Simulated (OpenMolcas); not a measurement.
## Cl²⁺: effect of the active space

- Program: OpenMolcas 26.06
- Method: XMS-CASPT2 or its RAS form, IPEA 0.25 Eh, imaginary shift 0.1 Eh
- Basis: ANO-RCC-VTZP
- Scalar Hamiltonian: DKH2, point nucleus
- Spin-orbit coupling: state interaction with AMFI integrals over the reference wave functions, term energies averaged over their components

A. 3 electrons in 3 orbitals (3p); 2S+1 = 4 odd, 1 root; 2S+1 = 2 odd, 8 roots; closed shells correlated: 2s 2p 3s; CASPT2 step of the order of 0.7 core-seconds
B. 5 electrons in 8 orbitals (3s 3p 4s 4p); 2S+1 = 4 odd, 1 root; 2S+1 = 2 odd, 9 roots; 2S+1 = 4 even, 3 roots; 2S+1 = 2 even, 9 roots; closed shells correlated: 2s 2p; CASPT2 step about 7 core-seconds
C. 5 electrons in 9 orbitals (RAS2 3s 3p; RAS3 3d, at most 2 electrons); 2S+1 = 4 odd, 1 root; 2S+1 = 2 odd, 11 roots; 2S+1 = 4 even, 3 roots; 2S+1 = 2 even, 9 roots; closed shells correlated: 2s 2p; CASPT2 step of the order of 14 core-seconds

Energies in cm-1 above 3s2 3p3 4S* 3/2, the measured ground level; measured values from Moore, Atomic Energy Levels, vol. I, NSRDS-NBS 35 (1971 reprint of NBS Circular 467, 1949).

```
          Level      A      B      C  Measured
3s2 3p3 4S* 3/2    0.0    0.0    0.0       0.0
3s2 3p3 2D* 3/2  18650  19040  18720     18053
3s2 3p3 2D* 5/2  18700  19100  18770     18120
3s2 3p3 2P* 1/2  31280  30790  31040     29812
3s2 3p3 2P* 3/2  31350  30860  31090     29907
```

Deviations, from unrounded energies. A percentage is the sum of absolute deviations over the sum of measured energies, with the sign that they share, or ± where signs differ.

```
                        Against measurement  Levels     A     B     C
             mean absolute deviation (cm-1)       4  1000   970   930
other terms of the ground configuration (%)       4  +4.3  +4.1  +3.9
```

B, C lie about equally close to measurement and A furthest from it. The largest miss of C in the table is 3s2 3p3 2P* 1/2, by +1200 cm-1. The ranking rests on the paired levels alone, and a cruder setting can come out closer through cancelling errors.

The two smallest mean deviations differ by little beside CASPT2's spread within terms, so their order carries little weight.

Among A to C the level of the table that moves most is 3s2 3p3 2P* 3/2, by 490 cm-1 (lowest in B, highest in A). Moves below CASPT2's spread within the term are not significant.

CASPT2 breaks the degeneracy within a term, and the mean is taken; among the terms shown or strongly mixed into the levels shown the widest spread is 1400 cm-1 (3s2 3p3 2D*, A). Over all roots computed the reference weight is 0.85 to 0.96 in B; the roots of lowest weight are the least certain, and an intruder state may touch them. With the s shell closed, the reference lacks s² → p² mixing (holds for A). The run also gave levels led by 3s2 3p2 4p, which use shells meant for correlation; these and all levels above them are left out (holds for B). The run also gave levels led by 3s2 3p2 3d, which use shells meant for correlation; these and all levels above them are left out (holds for C). Computed and measured levels are paired by configuration, term and J; levels that our copy of the source lacks, or whose pairing is in doubt (as where it misses far off the trend of its configuration), stay unpaired and out of the deviations. Only configurations of the active space appear. The table leaves out levels that lie high or whose names do not pair safely across all columns.

* marks odd parity.
